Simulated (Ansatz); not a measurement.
Conformers of CH$_{7}$F$_{2}$NSi$_{2}$, SMILES `CN([SiH2]F)[SiH2]F`, each relaxed with PBE0-D4/def2-TZVP in Ansatz. CBS adds the triple-zeta coupled-cluster correction to the MP2 limit.

Not all of them had a frequency check.

Conformer A:

Z-matrix (Å, degrees):
```
C
N 1 1.469
H 1 1.094 2 111.6
H 1 1.093 2 111.0 3 121.2
H 1 1.093 2 110.5 3 -120.1
Si 2 1.711 1 118.5 3 101.6
Si 2 1.714 1 117.4 3 -75.9
F 6 1.601 2 111.8 1 -76.2
H 6 1.478 2 108.8 1 165.3
H 6 1.481 2 109.3 1 40.3
F 7 1.600 2 110.6 1 -72.1
H 7 1.481 2 110.3 1 44.1
H 7 1.478 2 108.8 1 169.1
```

Conformer B:

```xyz
13

C     0.196    1.043   -1.079
N     0.057   -0.014   -0.069
Si    1.064    0.074    1.314
F     0.653    1.288    2.272
Si   -1.199   -1.158   -0.289
F    -2.644   -0.509   -0.061
H    -0.082    0.668   -2.068
H     1.234    1.383   -1.137
H    -0.433    1.907   -0.853
H     0.926   -1.178    2.085
H     2.451    0.362    0.884
H    -1.191   -1.621   -1.696
H    -1.031   -2.246    0.697
```

(1) Which is lowest in electronic energy at CCSD(T)/CBS (frozen core, def2 sets), and by how much? (Best estimate.)

(2) Give the energies relative to B (kJ/mol) with r2SCAN-D4/def2-TZVPP, PBE0-D4/def2-TZVPP, ωB97X-V/def2-TZVPP, PBE/def2-TZVPP, PBE0/def2-TZVPP, MP2/def2-QZVPP, SCS-MP2/def2-QZVPP. (An estimate is asked.)

Answers

(1) Computed: B; A lies 0.8 kJ/mol higher. Gaps under about 2 kJ/mol don't settle the order.

(2) The calculation gave: 
```
               level    A
r2SCAN-D4/def2-TZVPP  0.7
  PBE0-D4/def2-TZVPP  1.0
  ωB97X-V/def2-TZVPP  0.8
      PBE/def2-TZVPP  1.1
     PBE0/def2-TZVPP  0.9
      MP2/def2-QZVPP  1.0
  SCS-MP2/def2-QZVPP  0.8
```
